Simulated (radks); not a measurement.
The numbers below are computed, except where a source is named.
Excited configurations of Se XIV: one electron is placed in a higher orbital outside [Ar] 3d2. The ground configuration is [Ar] 3d3. Code: a radial shooting solver on a logarithmic mesh with Libxc functionals. Model: scalar-relativistic Kohn-Sham, PBE, spin-polarised, spherical densities, finite nucleus; open shells are filled with parallel spins first; Fermi nuclear charge, rms radius 4.14 fm. Excitation = E - E(ground); binding = E(ion) - E, where the ion is the core of charge +14; n* = 14/sqrt(2 binding) in atomic units. These energies are relativistic, and a one-electron ion of charge +14 with no core already has n* below n in this formula (scalar-relativistic equation, point nucleus: 4d 3.999, 6d 5.999, 6f 5.999, 7s 6.995, 7d 6.998, 7f 6.999). The quantum defect is therefore taken as that value minus n*, so that it holds no relativistic shift of the bare ion.

| outer orbital | excitation (eV) | binding (eV) | n* | quantum defect | eigenvalue (eV) | <r> (bohr) |
|---|---|---|---|---|---|---|
| 4d | 219.45 | 208.31 | 3.578 | 0.421 | -199.48 | 1.180 |
| 6d | 341.56 | 86.202 | 5.562 | 0.437 | -83.509 | 3.138 |
| 6f | 348.64 | 79.128 | 5.805 | 0.194 | -76.452 | 3.202 |
| 7s | 357.52 | 70.248 | 6.161 | 0.834 | -68.243 | 4.106 |
| 7d | 365.61 | 62.157 | 6.550 | 0.448 | -60.334 | 4.430 |
| 7f | 369.84 | 57.928 | 6.785 | 0.214 | -56.076 | 4.537 |

The Delta-SCF ionisation energy is 427.76 eV (NIST Atomic Spectra Database: 426 eV, theoretical). Self-interaction in the functional shifts the binding energies and quantum defects, so they are the method's values and not measured ones. Open shells are spherical and high-spin; term and fine-structure splittings are not resolved.
